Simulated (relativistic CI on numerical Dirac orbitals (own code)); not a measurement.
Electric-dipole transitions in Cd38+

Method of calculation: Dirac-Coulomb-Breit CI, separate exchange-only KLI orbitals for each configuration, a model potential for QED, unscaled Slater integrals (own radial code, finite nucleus).

Configurations in the expansion (outside the closed core 1s2): 2s2 2p6, 2s2 2p5 3s, 2s2 2p5 3p, 2s2 2p5 3d, 2s 2p6 3s, 2s 2p6 3p, 2s 2p6 3d, 2s2 2p5 4s, 2s2 2p5 4p, 2s2 2p5 4d, 2s2 2p5 4f, 2s 2p6 4s, 2s 2p6 4p, 2s2 2p4 3s2, 2s 2p6 4d, 2s 2p6 4f. Levels of other configurations are missing.

| λ vac (nm) | Lower | Upper | A (s⁻¹) | E lower (eV) | E upper (eV) |
| --- | --- | --- | --- | --- | --- |
| 0.33745 | 2s2 2p6 1S_0 [1] | 2s2 2p5 3d 3D°_1 [27] | 3.03e+14 | 0.00 | 3674.15 |
| 0.35452 | 2s2 2p6 1S_0 [1] | 2s2 2p5 3d 1P°_1 [19] | 3.67e+14 | 0.00 | 3497.29 |
| 1.0020 | 2s2 2p5 3s 3P°_2 [2] | 2s2 2p5 4p 3D_3 [42] | 6.44e+12 | 3230.55 | 4467.86 |
| 1.0379 | 2s2 2p5 3p 3D_2 [5] | 2s2 2p5 4d 3F°_3 [48] | 1.34e+13 | 3311.42 | 4505.96 |
| 1.0785 | 2s2 2p5 3p 3D_3 [6] | 2s2 2p5 4d 3F°_4 [50] | 1.64e+13 | 3360.16 | 4509.78 |
| 1.0820 | 2s2 2p5 3p 3P_2 [8] | 2s2 2p5 4d 3D°_3 [52] | 1.32e+13 | 3367.27 | 4513.16 |
| 1.1535 | 2s2 2p5 3d 3P°_1 [13] | 2s2 2p5 4f 3D_2 [56] | 1.93e+13 | 3456.95 | 4531.82 |
| 1.1563 | 2s2 2p5 3d 3F°_2 [24] | 2s2 2p5 4f 3G_3 [72] | 3.18e+13 | 3657.99 | 4730.23 |
| 1.1584 | 2s2 2p5 3d 3F°_3 [14] | 2s2 2p5 4f 3G_4 [55] | 3.14e+13 | 3460.88 | 4531.15 |
| 1.1601 | 2s2 2p5 3d 3D°_2 [15] | 2s2 2p5 4f 3F_3 [57] | 2.34e+13 | 3464.01 | 4532.71 |
| 1.1609 | 2s 2p6 3d 3D_2 [35] | 2s 2p6 4f 3F°_3 [87] | 2.87e+13 | 3925.37 | 4993.34 |
| 1.1651 | 2s2 2p5 3d 3F°_4 [16] | 2s2 2p5 4f 3G_5 [58] | 3.37e+13 | 3469.01 | 4533.13 |
| 1.1667 | 2s2 2p5 3d 3P°_2 [25] | 2s2 2p5 4f 3D_3 [75] | 3.23e+13 | 3669.83 | 4732.56 |
| 1.1678 | 2s2 2p5 3d 1D°_2 [17] | 2s2 2p5 4f 1F_3 [60] | 2.77e+13 | 3472.70 | 4534.37 |
| 1.1684 | 2s 2p6 3d 3D_3 [36] | 2s 2p6 4f 3F°_4 [88] | 3.36e+13 | 3934.18 | 4995.30 |
| 1.1694 | 2s2 2p5 3d 3F°_3 [26] | 2s2 2p5 4f 3G_4 [74] | 3.36e+13 | 3672.28 | 4732.54 |
| 1.1734 | 2s2 2p5 3d 3D°_1 [27] | 2s2 2p5 4f 3F_2 [73] | 2.80e+13 | 3674.15 | 4730.78 |
| 1.1736 | 2s2 2p5 3d 3D°_3 [18] | 2s2 2p5 4f 3F_4 [61] | 2.94e+13 | 3478.56 | 4534.98 |
| 1.1801 | 2s 2p6 3d 1D_2 [37] | 2s 2p6 4f 1F°_3 [89] | 3.04e+13 | 3945.18 | 4995.82 |
| 1.1959 | 2s2 2p5 3d 1P°_1 [19] | 2s2 2p5 4f 1D_2 [59] | 2.75e+13 | 3497.29 | 4534.00 |

Terms are leading LS components. Brackets give the number of a level in order of energy, since labels repeat. The list gives strong lines, with weight on those to low levels, without lines whose two gauges differ by over a factor of 2.5, among the lowest 89 of 94 levels, so that lines to higher ones, which can be the strongest, are missing. Levels whose partners in the same complex of configurations lie outside the list can be far off, and so can their lines. Rates are taken at the computed energies, electric ones in the length gauge.

At this charge energies of transitions that change n are usually good to better than 1 %, and those within a shell (Δn = 0) to a few per cent.

**Question.** From the table, what is the radiative lifetime of 2s2 2p5 3d 3D°_1?

**Answer.** The listed rates from this level add up to about 3.03e+14 s⁻¹, 100 % of its decay; with all channels τ = 3.30e-15 s.

LS names give the leading component of a level, which can be under half, so a name can repeat, a term be missing and a line seem to break the LS rules.
